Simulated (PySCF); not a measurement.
1-chlorocyclopenta-1,3-diene (C5H5Cl), SMILES C1CC(Cl)=CC=1. Atoms are numbered in the order given.

```xyz
11

Cl    -0.0009     2.0049     0.0000
C     -0.0695     0.2864     0.0000
C     -1.1728    -0.4860     0.0000
C     -0.7373    -1.8945     0.0000
C      0.6102    -1.9545     0.0000
C      1.1729    -0.5584     0.0000
H     -2.2047    -0.1327     0.0000
H     -1.4201    -2.7470     0.0000
H      1.2226    -2.8579     0.0000
H      1.7977    -0.3520     0.8869
H      1.7977    -0.3520    -0.8869
```
Charge 0, spin multiplicity 1.

Coordinates come from a ωB97X-D3(BJ)/def2-SVP optimisation. One conformer was computed; it need not be the lowest.

All values below come from PBE/pcSseg-1 (PySCF).

GIAO shieldings, no solvent; atoms alike by connectivity are averaged. δ = σ(ref) − σ: ³⁵Cl against HCl (σ = 936.5 ppm); ¹³C against TMS (σ = 182.0 ppm); ¹H against TMS (σ = 31.49 ppm), references at their B3LYP-D3(BJ)/def2-TZVP geometries, non-relativistic (without spin–orbit terms, shifts of atoms bonded to Cl or Br come out too high).

| nucleus | atoms | count | δ (ppm) |
|---|---|---|---|
| ³⁵Cl | Cl1 | 1 | 222.4 |
| ¹³C | C2 | 1 | 150.4 |
| ¹³C | C4 | 1 | 141.5 |
| ¹³C | C5 | 1 | 137.4 |
| ¹³C | C3 | 1 | 136.1 |
| ¹³C | C6 | 1 | 53.1 |
| ¹H | H8 | 1 | 6.90 |
| ¹H | H7 | 1 | 6.68 |
| ¹H | H9 | 1 | 6.61 |
| ¹H | H10, H11 | 2 | 3.31 |
